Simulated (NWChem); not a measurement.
# WO3; SMILES [O]=[W](=[O])=[O]

All runs: NWChem. def2 effective core potentials on W; no spin-orbit coupling. The level has its own optimisation; frequencies are unscaled.

### Question
Predict the results for LDA (Slater exchange, VWN5)/def2-SVP. Quantities: r O–W (Å); highest harmonic frequency (cm⁻¹); lowest (cm⁻¹); zero-point energy (kcal/mol).

### Answer
```
Quantity                           Result
---------------------------------  ------
r O–W (Å)                           1.723
highest harmonic frequency (cm⁻¹)    1017
lowest (cm⁻¹)                         320
zero-point energy (kcal/mol)          5.6
```
